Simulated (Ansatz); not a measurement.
The cluster Re₃⁺. Total charge 1; singlet. Geometry relaxed at PBE0-D4/def2-TZVP.

```csv
atom,x (Å),y (Å),z (Å)
Re1,0.626,0.401,1.059
Re2,0.403,0.374,-1.170
Re3,-1.030,-0.775,0.112
```

In the def2 sets Re takes a core potential; there is no spin–orbit coupling. The restricted singlet is unstable: a solution with broken spin symmetry lies lower. At PBE0-D4/def2-TZVP a triplet of charge 1 lies 1.10 eV below the restricted singlet, each at its own geometry. The structure comes from a short search, and lower isomers may exist.

**Question.** Estimate the harmonic wavenumbers at RKS PBE0-D4/def2-TZVP (Ansatz, unscaled). Is this a minimum?

**Answer.** 187, 187, 356 cm⁻¹. Yes, no mode is imaginary beyond noise. Zero-point energy 4.4 kJ/mol. It took 71 s on 4 threads of Intel Xeon on a shared host.
